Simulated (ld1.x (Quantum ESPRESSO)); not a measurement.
Ranking RRKJ potentials for iridium (Ir)

All share these settings but for the change named:

```
Element                 : Ir (Z = 77)
Generator               : ld1.x (Quantum ESPRESSO) 7.5
Type                    : norm-conserving RRKJ (Kleinman–Bylander form)
Functional              : LDA (PZ)
Relativity              : scalar-relativistic
Frozen core             : [Kr] 4d10 4f14
Valence charge          : 17
Reference configuration : 5s2 5p6 5d6 6s0 6p0 (charge +3)
Partial waves           : 5p (bound): rc 2.00 bohr; 5d (bound): rc 2.30 bohr; 5f channel at 0.1 Ry: rc 2.45 bohr; 5s (bound): rc 1.10 bohr
Local potential         : the s channel
Core correction         : a·sin(br)/r model core inside 0.85 bohr
```

Cutoff: the first of the cutoffs (Ry, on a coarse ladder) from which the occupation-weighted sum of valence levels, in a spherical-Bessel basis at the reference potential, stays within 10 and 1 mRy of its value at 400 Ry; the density cutoff is not measured.

The base gives 120 Ry.

Of 7 variants that were run, those that failed, showed a ghost or another fault, or gave nearly equal values are left out.

(1) Rank these variants from softest to hardest (loose cutoff).
A. all radii but the core radius scaled by about 1.14 (s 1.26, p 2.28, d 2.62, f 2.80 bohr)
B. all radii but the core radius scaled by about 0.95 (s 1.04, p 1.90, d 2.20, f 2.34 bohr)
C. all radii but the core radius scaled by about 0.76 (s 0.84, p 1.52, d 1.74, f 1.86 bohr)
D. all radii but the core radius scaled by about 1.29 (s 1.42, p 2.58, d 2.96, f 3.16 bohr)
E. all radii but the core radius scaled by about 1.39 (s 1.54, p 2.78, d 3.20, f 3.42 bohr)

## Answers

(1) E (70 Ry), D (80 Ry), A (100 Ry), B (140 Ry), C (230 Ry).
